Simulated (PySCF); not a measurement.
**TDDFT excited states: C3H2F6**

Compound: C3H2F6.
SMILES: `FCC(F)(F)C(F)(F)F`

Method: TDDFT CAM-B3LYP/def2-SVPD, vertical, gas phase, core orbitals frozen in the response in PySCF. The structure is a single PBE0-D3(BJ)/def2-SVP conformer in the gas phase; no vibrational or solvent corrections. Torsions of this conformer, `[F:1][CH2:2][C:3]([F:4])([F:5])[C:6]([F:7])([F:8])[F:9]`: F1–C2–C3–F4 59°, C2–C3–C6–F7 -60°.

```
state  E (eV)  E (hartree)       f  symmetry   main configurations (H = HOMO, L = LUMO)
   S1    9.49       0.3487  0.0050        A′                     H→L (62%), H→L+1 (27%)
   S2    9.70       0.3564  0.0060        A″                 H-1→L (63%), H-1→L+1 (28%)
   S3   10.41       0.3826   0.027        A′                     H→L+1 (52%), H→L (32%)
   S4   10.50       0.3858  0.0003         –      H→L+4 (55%), H→L+3 (27%), H→L+10 (8%)
   S5   10.66       0.3919   0.033        A″  H-1→L+1 (46%), H-1→L (24%), H-1→L+2 (16%)
   S6   10.82       0.3977   0.012        A′    H-2→L (42%), H→L+2 (32%), H-2→L+1 (11%)
   S7   11.21       0.4118   0.021        A″                   H→L+3 (59%), H→L+4 (34%)
   S8   11.36       0.4174  0.0068        A′                 H→L+2 (45%), H-2→L+1 (28%)
   S9   11.52       0.4235   0.063        A′               H-1→L+4 (77%), H-1→L+3 (10%)
  S10   11.68       0.4291  0.0013         –  H-3→L (40%), H-1→L+2 (20%), H-3→L+1 (10%)
```

Triplets, Tamm–Dancoff:

| state | E (eV) | λ (nm) | main configurations (H = HOMO, L = LUMO) |
| --- | --- | --- | --- |
| T1 | 8.99 | 137.9 | H→L (47%), H→L+1 (33%) |
| T2 | 9.25 | 134.0 | H-1→L (50%), H-1→L+1 (34%) |
| T3 | 9.93 | 124.9 | H→L+4 (55%), H→L+3 (20%), H→L+10 (11%) |
| T4 | 10.14 | 122.3 | H→L (38%), H→L+1 (34%), H→L+2 (10%) |

The lowest singlet lies at 9.49 eV (131 nm, vacuum ultraviolet) and is weak; its leading configuration is HOMO→LUMO (62%). The strongest level in the table is S9 at 11.52 eV (108 nm, f = 0.063). Löwdin shares by element: HOMO fluorine 33% or more, carbon 32% or more (atoms not listed hold the other 34%); LUMO carbon 35% or more, hydrogen 20% (atoms not listed hold the other 45%). The oscillator strengths of these states sum to 0.177; summed over the whole spectrum of an exact calculation they would give the number of electrons, 74 (Thomas–Reiche–Kuhn). Of the 10 states listed, 5 reach f = 0.01 and 1 stays under 0.0005. The listed states span 2.19 eV, and the widest gap between neighbours is 0.71 eV (S2 to S3). No computed singlet lies in the visible range (380 to 750 nm); the lowest, at 131 nm, stands 6.23 eV above its violet end (3.26 eV). Symmetry labels in Cs follow from the direction of the transition dipole and are given only for states with f of 0.002 or more. The window holds the lowest 10 singlets.
